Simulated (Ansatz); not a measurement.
Isolated molecules relaxed with PBE0-D4/def2-TZVP in Ansatz; ΔE leaves out vibrations. CCSD(T)/CBS adds triple-zeta CCSD(T) − MP2 to the extrapolated MP2 energy (def2 sets, frozen cores). Functionals use def2-TZVPP. One conformer a species, not always the lowest.

Reaction (cleavage of the Si–Si bond): `B[SiH](F)[SiH2]N` + `N=C(F)S` → `N=C(F)S[SiH2]N` + `B[SiH2]F`

`B[SiH](F)[SiH2]N`:

```xyz
12

B     1.956    1.030    0.118
Si    0.006    1.375    0.258
F    -0.600    2.258   -0.947
Si   -1.081   -0.718    0.371
N    -0.731   -1.663   -1.023
H     2.610    1.235   -0.861
H     2.492    0.498    1.048
H    -0.314    2.086    1.530
H    -2.556   -0.533    0.414
H    -0.674   -1.310    1.686
H     0.216   -1.820   -1.325
H    -1.324   -2.438   -1.268
```

`N=C(F)S`:

Cartesian coordinates in Å:
```
N 0.008 1.088 -0.632
C 0.410 -0.062 -0.384
F 1.404 -0.571 -1.110
S -0.053 -1.290 0.794
H -0.748 1.388 -0.030
H -1.020 -0.554 1.362
```

`N=C(F)S[SiH2]N`:

```xyz
11

N     0.488   -3.065   -0.747
C     0.087   -1.907   -0.528
F    -1.181   -1.501   -0.795
S     1.080   -0.640    0.149
Si   -0.324    1.025    0.200
N     0.481    2.384    0.840
H    -0.242   -3.652   -1.142
H    -1.452    0.670    1.088
H    -0.757    1.325   -1.182
H     0.673    2.459    1.825
H     1.148    2.901    0.291
```

`B[SiH2]F`:

Z-matrix (Å, degrees):
```
Si
F 1 1.607
B 1 2.000 2 113.6
H 1 1.490 2 107.3 3 -121.7
H 1 1.490 2 107.3 3 121.8
H 3 1.197 1 118.1 2 179.8
H 3 1.194 1 124.1 2 -0.2
```

| species | r2SCAN-D4 energy (Eh) |
| --- | --- |
| `B[SiH](F)[SiH2]N` | -762.63886 |
| `N=C(F)S` | -592.05795 |
| `N=C(F)S[SiH2]N` | -938.14799 |
| `B[SiH2]F` | -416.57555 |

(1) Work out ΔE.

Largest T1 diagnostic among the species: 0.014.

Results:

(1) ΔE = (-938.14799) + (-416.57555) − (-762.63886) − (-592.05795) = -0.02673 Eh = -16.8 kcal/mol. CCSD(T)/CBS gives -18.6 kcal/mol.

From PBE to PBE0 (25 % exact exchange), in def2-TZVPP and without D4, ΔE moves by −1.6 kcal/mol.
